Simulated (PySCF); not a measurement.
Start geometry of `C=C1C=C1[O][GeH3]` from GFN2-xTB (Å):
```
atom  x, y, z in Å
C1     0.140   -1.621   -1.522
C2     0.369   -1.286   -0.279
C3     0.843   -1.554    1.061
C4     0.403   -0.342    0.815
O5     0.077    0.854    1.250
Ge6   -0.665    2.179    0.296
H7    -0.317   -0.882   -2.198
H8     0.357   -2.564   -1.930
H9     1.300   -2.233    1.771
H10   -2.006    1.708   -0.169
H11    0.246    2.493   -0.835
H12   -0.707    3.221    1.364
```

What comes out of this run: PBE0-D3(BJ)/def2-SVP geometry optimisation, gas phase (PySCF)?

```
atom  x, y, z in Å
C1     0.1997   -1.6207   -1.3162
C2     0.4493   -1.4079   -0.0202
C3     0.9008   -1.8407    1.2901
C4     0.4807   -0.5900    1.1538
O5     0.2533    0.5714    1.7084
Ge6   -0.4235    1.9195    0.6700
H7    -0.1994   -0.8234   -1.9466
H8     0.3897   -2.5932   -1.7736
H9     1.2955   -2.6448    1.9055
H10   -1.7755    1.4388    0.1301
H11    0.5958    2.1896   -0.4427
H12   -0.5467    3.0709    1.6688
```

The energy falls by 0.187 eV over 8 energy and gradient evaluations, the largest force component goes from 0.0348 to 2.6e-04 Eh/bohr, and the atoms move by 0.120 Å rms after alignment. The bond that changes most is Ge6–H11 (ends: germanium bonded to O and 3 H; Ge–H hydrogen), which lengthens by 0.048 Å. Bonds longer at the end by more than 0.005 Å: 8 of 12; shorter: 3. Among the angles that change most is C4–O5–Ge6, from 126.8° to 118.5°. Among the dihedrals that turn most is H9–C3–C4–O5, from -11° to 0°. Rotational constants go from 5741, 1192, 998.9 to 5351, 1277, 1045 MHz. The orientation of the end geometry is arbitrary; only internal coordinates are fixed.

The run used 132 basis functions and 53 SCF cycles in all. Hardware: one thread, Arm Neoverse V2 (aarch64), no GPU (shared host). Cost: 61 s wall, 0.57 GiB resident at most.

No frequency check. One conformer, not necessarily the lowest.
